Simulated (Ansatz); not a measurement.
Consider the cleavage of the Sn–Ge bond: `[OH][GeH2][SnH3]` + HBr → `[Br][SnH3]` + `[OH][GeH3]`.

Computed with Ansatz on PBE0-D4/def2-TZVP structures; ΔE is electronic, products minus reactants. CBS: MP2 limit from def2 TZ/QZ plus the TZ coupled-cluster correction, frozen cores. DFT in def2-TZVPP. def2 core potentials past Kr. For Br, Ge, Sn outer-core shells are correlated without core-valence functions, which leaves a few kJ/mol of doubt a bond. Scalar relativity is left out up to krypton. Each species was taken in one conformer, which may not be the lowest.

```
           species  LDA (SPW92) energy (Eh)
`[OH][GeH2][SnH3]`              -2366.08612
               HBr              -2571.18312
      `[Br][SnH3]`              -2786.34969
      `[OH][GeH3]`              -2150.93751
```

Q: Work out ΔE.

A: ΔE = (-2786.34969) + (-2150.93751) − (-2366.08612) − (-2571.18312) = -0.01796 Eh = -47.2 kJ/mol. CCSD(T)/CBS gives -64.3 kJ/mol.

Largest T1 diagnostic among the species: 0.013.

From BLYP to BHLYP (50 % exact exchange), in def2-TZVPP and without D4, ΔE moves by −13.7 kJ/mol. The D4 term adds +3.2 kJ/mol with B3LYP and +2.0 kJ/mol with PBE0; it sums over pairs of atoms, weighted by their polarisabilities, and B3LYP, whose exchange is more repulsive, gets the larger term. Leaving LDA and LC-ωPBE aside and taking each functional with its dispersion term where it has one, the values, not all of them listed here, spread over 20.5 kJ/mol, from B97M-V to PBE-D4. LDA lies +7.5 kJ/mol from PBE without D4.

B3LYP here is the variant with VWN-RPA as its local correlation; programs differ in this.
